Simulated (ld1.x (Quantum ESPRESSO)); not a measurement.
neodymium, TM: configuration errors across variants

* Element: Nd
* Generator: ld1.x (Quantum ESPRESSO) 7.5
* Type: norm-conserving Troullier–Martins (Kleinman–Bylander form)
* Functional: PBE
* Relativity: fully relativistic
* Frozen core: [Xe] 4f3
* Valence charge: 3
* Reference configuration: 5d1 6s2 6p0
* Partial waves: 6s (bound): rc 3.20 bohr; 6p (bound, empty): rc 3.75 bohr; 5d (bound): rc 3.40 bohr
* Local potential: all-electron potential smoothed inside 2.65 bohr (lloc = -1)
* Core correction: none

Open shells are filled in proportion to 2j + 1 (rel_dist='average').

All-electron excitation energies from the reference (eV): (1) 5d1 6s1 6p0 6.265; (2) 5d1 6s0 6p0 17.698; (3) 5d1 6s1.5 6p0 2.521; (4) 5d0 6s2 6p0 6.344; (5) 5d2 6s1 6p0 1.151; (6) 5d2 6s0 6p0 6.702.

Tests that are not counted but printed errors over 1 eV. “base”: 5d1 6s0 6p2 (solver errors, printed error -20.1 eV). “local potential all-electron potential smoothed inside 1.64 bohr (lloc = -1)”: 5d1 6s1 6p0 (solver errors, printed error -2.5 eV); 5d0 6s2 6p0 (solver errors, printed error -10.6 eV). “local potential all-electron potential smoothed inside 2.70 bohr (lloc = -1)”: 5d1 6s0 6p2 (solver errors, printed error -25.6 eV).

A true bound ghost makes a file unfit for plane-wave use even where its test errors are small: the radial tests pick states by their node count and pass the ghost by. Where a test does run into it, the solver fails or the error is huge.

Errors AE − PS in meV (a dash: test not solved or not reliable):

```csv
change,(1),(2),(3),(4),(5),(6),bound ghosts
base,-0.1,+189,-1.2,+180,+48,+159,"s, p3/2"
local potential all-electron potential smoothed inside 1.64 bohr (lloc = -1),–,+189,+1.1,–,+51,+159,"s, p1/2, p3/2"
local potential all-electron potential smoothed inside 2.06 bohr (lloc = -1),+2.5,+189,-0.6,+182,+49,+158,"s, p3/2, p1/2"
local potential all-electron potential smoothed inside 2.70 bohr (lloc = -1),-0.5,+188,-1.3,+180,+48,+158,"s, p3/2"
local potential all-electron potential smoothed inside 3.12 bohr (lloc = -1),-4.7,+187,-2.5,+177,+46,+158,s
local potential all-electron potential smoothed inside 4.10 bohr (lloc = -1),-3.0,+162,-1.7,+181,+47,+157,p1/2
```

Problem. Give the same row for: local potential all-electron potential smoothed inside 3.70 bohr (lloc = -1).

Solution. +3.7, +181, -0.2, +193, +49, +158; bound ghosts: none.
